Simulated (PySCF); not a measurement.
**Dipole response of Os (osmium, neutral)**

[Xe] 4f14 5d6 6s2, high-spin 5D determinant. All numbers are calculated (PySCF 2.14, scalar relativity through the core potential, in aug-cc-pVTZ-PP with one added diffuse shell each of s, p, d, f, g type with ECP60MDF (7s7p6d4f3g, 113 functions)). Coupled (time-dependent) response in atomic units; α is the mean over directions.

```tsv
method	mean α (bohr³)	α xx, yy, zz	C₆ (like pair)	S(−4)
PW91	55.03	53.63, 53.63, 57.82	618.5	1162
```

S(−4) is the Cauchy moment in α(ω) = α(0) + S(−4) ω² + …

Reference α: 57 ± 3 bohr³ (recommended; Schwerdtfeger and Nagle, table of static dipole polarizabilities (2023 update)). Published C₆: 584.0 (Gould and Bucko (2016)).

Spin-orbit coupling is absent.

α(iu) at PW91:

```
u (hartree)  α(iu) (bohr³)
          0          55.03
     0.0500          52.34
      0.100          46.11
      0.200          33.04
      0.300          23.99
      0.500          14.48
      0.750          9.204
       1.00          6.516
       1.50          3.859
       2.00          2.578
       3.00          1.386
       5.00         0.5818
```

A single London oscillator, α(iu) = α/(1 + u²/ω²), gives C₆ = (3/4) ω α². Matching the computed C₆ needs ω = 4 × 618.5 / (3 × 55.03²) = 0.272 hartree.

The components differ because the open shell of this determinant is not spherical; for a pure term their mean is the scalar polarisability.

Energies and moments cover only the electrons outside the core potential. Spin-orbit coupling, absent here, splits the open shell strongly.
